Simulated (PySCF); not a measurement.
Structure problem from calculated spectra and properties.

Formula: C5H13PSi2.

* 1H NMR: chemical shifts (computed TMS as zero) by class: 4.24 (3 H), 4.16 (3 H), 2.76 (2 H), 1.49 (2 H), 0.84 (3 H) ppm [GIAO CAM-B3LYP/pcSseg-1]
* Rotational structure: rotational constants A, B, C: 1.439, 0.990, 0.670 GHz [PBE0-D3(BJ)/def2-SVP]
* XPS: Si2p3/2 106.4, Si2p3/2 106.5, P2p3/2 135.7, C1s 289.5, C1s 289.8, C1s 290.2, C1s 290.3, C1s 290.7, Si1s 1846.2, Si1s 1846.3, P1s 2149.3 eV [ΔSCF SCAN, pcX-2 on the ionised atom, pcseg-1 elsewhere, spin-free X2C, 2p3/2 from a spin–orbit splitting computed afterwards within the 2p shell]
* Polarisability: 141.8 au [B3LYP/def2-SVPD]
* 13C NMR: chemical shifts (computed TMS as zero) by class: 173.4 (1 C), 165.9 (1 C), 44.6 (1 C), 26.8 (1 C), 11.8 (1 C) ppm [GIAO CAM-B3LYP/pcSseg-1]
* UV, strongest line: among the 10 lowest singlet transitions: S4 at 5.75 eV (215 nm, f = 0.081) [TDDFT B3LYP/def2-SVPD]

Electronic properties: PySCF, gas phase, density fitting. Levels stand in brackets. One conformer (not necessarily the lowest) at the PBE0-D3(BJ)/def2-SVP geometry, without solvent, vibrations or thermal averaging. NMR values are class means; diastereotopic atoms form classes of their own.

Question: Propose a structure and show how it fits.

Answer: Numbering: `[CH3:1][P:2]1[CH2:3][CH2:4][C:5]([SiH3:6])=[C:7]1[SiH3:8]`. 5 carbons fall into 5 classes; from least to most shielded: fully substituted alkene carbon [C5] (173.4 ppm), fully substituted alkene carbon [C7] (165.9 ppm), allylic carbon [C4] (44.6 ppm), ring sp3 carbon bound to phosphorus [C3] (26.8 ppm), chain sp3 carbon bound to phosphorus [C1] (11.8 ppm). Hydrogen classes from least to most shielded: 3 H on an SiH3 silicon, Si8 (4.24 ppm), 3 H on an SiH3 silicon, Si6 (4.16 ppm), 2 H on an allylic carbon, C4 (2.76 ppm), 2 H on an sp3 carbon bound to phosphorus, C3 (1.49 ppm), 3 H on an sp3 carbon bound to phosphorus, C1 (0.84 ppm). The core levels belong to: Si2p3/2 106.4 eV, SiH3 silicon [Si8]; Si2p3/2 106.5 eV, SiH3 silicon [Si6]; P2p3/2 135.7 eV, phosphine phosphorus [P2]; C1s 289.5 eV, fully substituted alkene carbon [C7]; C1s 289.8 eV, fully substituted alkene carbon [C5]; C1s 290.2 eV, sp3 carbon bound to phosphorus [C1]; C1s 290.3 eV, sp3 carbon bound to phosphorus [C3]; C1s 290.7 eV, allylic carbon [C4]; Si1s 1846.2 eV, SiH3 silicon [Si8]; Si1s 1846.3 eV, SiH3 silicon [Si6]; P1s 2149.3 eV, phosphine phosphorus [P2]. The optimised geometry has point group C1 and is an asymmetric top. Structure: `CP1CCC([SiH3])=C1[SiH3]`. Computed isomers that give other values at the same levels: `P[Si@H]1C[Si@H](C2CC2)C1` (rotational constant A: 3.783 GHz; this holds for the one conformer computed). The assignments are read from this structure; whether some other isomer fits the data as well wasn't checked.
